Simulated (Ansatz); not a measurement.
Frontier orbitals of AlClFHO, SMILES `[OH][Al]([F])[Cl]`.

The species carries charge 0 and has multiplicity 1. Geometry: relaxed with PBE0-D4/def2-TZVP. It is one conformer, not always the lowest. Basis def2-TZVPP, Ansatz 0.2.0.

Wavefunction ionisation energies are left out: the UHF cation lies over 0.3 eV above the hybrids' and is likely on a second state.

Orbital energies of one run (eV). Highest occupied ones, from the top: -12.03, -12.19, -12.69, -12.90, -14.04, -14.63, -14.64, -15.81, -17.53, -25.93, -30.69, -35.00, -77.10, -77.15. Empty: 0.96, 1.84, 3.16, 4.06, 4.74, 6.12.

(1) Which functional gave them?
A. ωB97X-V
B. r2SCAN
C. PBE
D. CAM-B3LYP

## Answers

(1) A. HOMO energies: ωB97X-V -12.03, PBE -8.05, r2SCAN -8.43, CAM-B3LYP -10.98 eV.
